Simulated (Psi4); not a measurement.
Relaxed torsion scan: C4H12OSi, SMILES [SiH2](OC)CCC. Scanned: dihedral C1–C2–C3–Si4; all other coordinates were relaxed at GFN2-xTB. Points at φ and −φ are mirror images.

Geometry of the scan point at 40° (Å):
```
18

C      3.1743     0.0259     0.0262
C      1.7576    -0.5204    -0.0784
C      0.6726     0.5371     0.1123
Si     1.0221     2.2123    -0.6973
O     -0.4255     2.9375    -0.5604
C     -0.7622     4.2259    -0.9672
H      3.3085     0.5586     0.9647
H      3.8972    -0.7868    -0.0132
H      3.3813     0.7120    -0.7890
H      1.6221    -1.3171     0.6580
H      1.6401    -0.9717    -1.0674
H     -0.2776     0.1395    -0.2457
H      0.5421     0.7094     1.1838
H      1.4133     2.1104    -2.1120
H      2.0511     3.0022    -0.0059
H     -1.8104     4.3981    -0.7203
H     -0.6218     4.3421    -2.0446
H     -0.1449     4.9691    -0.4569
```

Calculation: PBE-D3(BJ)/def2-SVP // GFN2-xTB in Psi4.

Scanned values (°): -160, -140, -120, -100, -80, -60, -40, -20, 0, 20, 40, 60, 80, 100, 120, 140, 160, 180.

**Question.** Locate the minima and the barriers on this grid.

**Answer.** Lower than their neighbours: -60° (0.016 eV), 60° (0.016 eV), 180° (0.000 eV). Higher than their neighbours: -120° (0.115 eV), 0° (0.168 eV), 120° (0.115 eV). The whole profile spans 0.168 eV.
